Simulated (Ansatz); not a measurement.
The cluster Cr3P3⁺, relaxed as a singlet with RKS PBE0-D4/def2-SVP in Ansatz, starting from the PBE0-D4/def2-SVP geometry of the neutral doublet. Force threshold 0.02 eV/Å.

The structure comes from a short search, and lower isomers may exist.

Start:

```xyz
6

Cr   -0.6470   -0.2736   -1.3870
Cr   -1.3010   -0.1319    1.1538
Cr    1.2779   -0.4486    0.6252
P     1.3247    1.1961   -1.0614
P    -0.2369    1.7072    0.3162
P    -0.4176   -2.0492    0.3533
```

(1) Estimate the energy that the relaxation releases and the steps that it takes.

(2) Does the start keep its bonding and symmetry?

(3) Predict the relaxed structure.

Results:

(1) 213.1 kJ/mol, in 19 steps; 1.8 min on 4 threads of Arm Neoverse V2 on a shared host. No frequencies were taken in this run, so the end may be a saddle point.

(2) By distances, no bond broke or formed. The bond that changes most is Cr3–P5, from 2.65 to 2.39 Å (atoms count from 1). A close non-bonded pair moves further: Cr1–Cr2, from 2.63 to 1.88 Å.

(3) 
```csv
atom,x (Å),y (Å),z (Å)
Cr1,-0.618,-0.250,-0.897
Cr2,-1.368,-0.188,0.828
Cr3,1.037,-0.351,0.457
P4,1.360,1.158,-1.113
P5,-0.106,1.748,0.353
P6,-0.305,-2.118,0.371
```
Bond lengths (bridged metal pairs left out): 8 × Cr–P 2.20 to 2.44 Å; 1 × P–P 2.16 Å.
